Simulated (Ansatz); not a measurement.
Cost and result for the atomization energy of `[CH3][GaH][NH][SiH3]` (12 atoms, 11 bonds).

Z-matrix (Å, degrees):
```
C
Ga 1 1.959
H 1 1.094 2 109.7
H 1 1.091 2 111.4 3 118.9
H 1 1.092 2 111.4 3 -119.3
N 2 1.842 1 116.6 3 95.4
H 2 1.565 1 127.7 3 -83.9
Si 6 1.722 2 128.3 1 0.4
H 6 1.009 2 116.1 1 -179.4
H 8 1.491 6 112.1 2 60.9
H 8 1.488 6 109.3 2 -178.9
H 8 1.491 6 112.0 2 -58.6
```

The species carries charge 0 and has multiplicity 1. Correlated methods include outer-core shells of Ga, which these sets cover unevenly. Scalar relativity is left out up to krypton. Geometry: relaxed with PBE0-D4/def2-TZVP. It is one conformer, not always the lowest. Program: Ansatz. All runs use 4 threads of a server CPU on a shared host. Times are those of one run each, without the atoms' runs, and a repeat can differ threefold. Electronic energies, without spin–orbit coupling; frozen cores. CCSD(T)/CBS adds CCSD(T) − MP2 in def2-TZVPP to the MP2 limit, and its time is that of the two runs behind it. T1 = 0.013. With those shells the extrapolation isn't a true limit.

CCSD(T)/CBS is a level of theory with its own doubt, some kJ/mol a heavy atom from the limit and from the frozen cores, so smaller differences don't rank the functionals.

```json
{"level": "BLYP-D4/def2-TZVPP", "functions": "264", "wall time": "5 s", "atomization (kJ/mol)": "3820.0", "difference from CCSD(T)/CBS": "-51.4", "per bond": "-4.7"}
{"level": "PBE-D4/def2-TZVPP (with forces)", "functions": "264", "wall time": "6 s", "atomization (kJ/mol)": "3853.9", "difference from CCSD(T)/CBS": "-17.5", "per bond": "-1.6"}
{"level": "CAM-B3LYP-D4/def2-TZVPP", "functions": "264", "wall time": "9.5 s", "atomization (kJ/mol)": "3875.6", "difference from CCSD(T)/CBS": "4.2", "per bond": "0.4"}
{"level": "r2SCANh-D4/def2-TZVPP", "functions": "264", "wall time": "13 s", "atomization (kJ/mol)": "3833.9", "difference from CCSD(T)/CBS": "-37.5", "per bond": "-3.4"}
{"level": "B2PLYP/def2-TZVPP", "functions": "264", "wall time": "14 s", "atomization (kJ/mol)": "3811.3", "difference from CCSD(T)/CBS": "-60.1", "per bond": "-5.5"}
{"level": "PBE-QIDH/def2-TZVPP", "functions": "264", "wall time": "15 s", "atomization (kJ/mol)": "3820.6", "difference from CCSD(T)/CBS": "-50.8", "per bond": "-4.6"}
{"level": "CCSD(T)/def2-SVP", "functions": "118", "wall time": "16 s", "atomization (kJ/mol)": "3625.0", "difference from CCSD(T)/CBS": "-246.4", "per bond": "-22.4"}
{"level": "B97M-V/def2-TZVPP", "functions": "264", "wall time": "17 s", "atomization (kJ/mol)": "3863.5", "difference from CCSD(T)/CBS": "-7.9", "per bond": "-0.7"}
{"level": "ωB97X-V/def2-TZVPP", "functions": "264", "wall time": "18 s", "atomization (kJ/mol)": "3879.4", "difference from CCSD(T)/CBS": "8.0", "per bond": "0.7"}
{"level": "ωB97M-V/def2-TZVPP (with forces)", "functions": "264", "wall time": "24 s", "atomization (kJ/mol)": "3858.6", "difference from CCSD(T)/CBS": "-12.8", "per bond": "-1.2"}
{"level": "MP2/def2-QZVPP", "functions": "513", "wall time": "57 s", "atomization (kJ/mol)": "3842.4", "difference from CCSD(T)/CBS": "-29.0", "per bond": "-2.6"}
{"level": "CCSD(T)/def2-TZVPP", "functions": "264", "wall time": "4.7 min", "atomization (kJ/mol)": "3779.8", "difference from CCSD(T)/CBS": "-91.6", "per bond": "-8.3"}
{"level": "CCSD(T)/CBS(def2)", "functions": "–", "wall time": "5.7 min", "atomization (kJ/mol)": "3871.4", "difference from CCSD(T)/CBS": "0.0", "per bond": "0.0"}
```

In def2-TZVPP, CCSD(T) changes the Hartree–Fock value by +941.8 kJ/mol (the triples alone add +42.8 kJ/mol) and MP2 by +949.6 kJ/mol; breaking electron pairs costs correlation energy, which Hartree–Fock lacks. From r2SCAN to r2SCAN0 (25 % exact exchange), in def2-TZVPP and without D4, the atomization energy moves by −37.3 kJ/mol: exact exchange takes away binding that semilocal exchange gives to molecules. At CCSD(T), def2-SVP lies −246.4 kJ/mol from the extrapolated value and def2-TZVPP −91.6 kJ/mol: correlation converges slowly with the basis, and small sets miss more of it in the bonded molecule than in its fragments.
